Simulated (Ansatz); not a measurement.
`C[N](C)[Y]([NH2])[NH2]` at its PBE0-D4/def2-TZVP geometry, where that method's forces vanish. Charge 0, multiplicity 1. Y: def2 effective core potential.

```csv
atom,x (Å),y (Å),z (Å)
C1,0.611,0.225,2.000
N2,0.087,0.590,0.711
C3,-0.284,1.980,0.668
Y4,-0.114,-0.773,-0.939
N5,-0.921,-0.079,-2.813
N6,0.489,-2.829,-0.708
H7,0.891,-0.836,2.025
H8,1.512,0.801,2.268
H9,-0.119,0.383,2.812
H10,-0.682,2.251,-0.318
H11,0.570,2.650,0.866
H12,-1.061,2.232,1.409
H13,-1.062,-0.628,-3.653
H14,-1.236,0.857,-3.037
H15,0.441,-3.558,-1.410
H16,0.878,-3.266,0.119
```

Q: For each bond, give half the difference of the two atoms' forces along it (eV/Å; positive pushes the atoms apart) under PBE-D4, r2SCAN-D4, B3LYP-D4, ωB97M-V in def2-TZVPP. (An estimate is asked.)

A: Ansatz gave: 
```csv
bond,length (Å),PBE-D4,r2SCAN-D4,B3LYP-D4,ωB97M-V
C1–N2,1.439,0.11,0.14,0.18,0.23
C1–H7,1.097,0.07,-0.04,-0.10,-0.07
C1–H8,1.103,0.11,-0.03,-0.07,-0.12
C1–H9,1.103,0.11,-0.03,-0.07,-0.13
N2–Y4,2.150,-0.11,-0.07,-0.03,-0.10
C3–H10,1.097,0.07,-0.04,-0.10,-0.07
C3–H11,1.103,0.11,-0.03,-0.07,-0.12
C3–H12,1.103,0.11,-0.03,-0.07,-0.13
Y4–N6,2.155,-0.17,-0.01,0.06,0.06
N5–H13,1.013,0.28,0.03,-0.02,-0.05
N5–H14,1.013,0.28,0.03,-0.03,-0.04
N6–H16,1.013,0.28,0.02,-0.03,-0.05
```

B3LYP here is the variant with VWN-RPA as its local correlation; programs differ in this.
